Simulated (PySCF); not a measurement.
## Converging CdCl in the basis (PBE0)

PySCF, UKS reference; doublet, unpaired electrons σ ↑; De to Cd + Cl without counterpoise correction.

```csv
basis,relativity,functions,Re (Å),ωe (cm⁻¹),De (eV),μ (D)
def2-SVP,scalar-relativistic core potentials,49,2.368,323,1.95,-3.26
cc-pVDZ-PP/cc-pV(D+d)Z,scalar-relativistic core potentials,61,2.359,315,1.93,-3.37
x2c-TZVPPall,spin-free X2C,121,2.357,315,2.02,-3.43
```

Question: How does each smaller set differ from the one with most functions, x2c-TZVPPall?

Answer: def2-SVP: +1.1 pm, +2.5 % in ωe, -0.07 eV in De; cc-pVDZ-PP/cc-pV(D+d)Z: +0.2 pm, +0.0 % in ωe, -0.09 eV in De. All at PBE0; the set with most functions is neither the basis-set limit nor always the best. The rows treat relativity differently, so the differences are not basis effects alone.

A positive dipole means Cd(−)Cl(+). Spin–orbit coupling is left out. The state was picked by a PBE0 search and need not be the measured ground state.
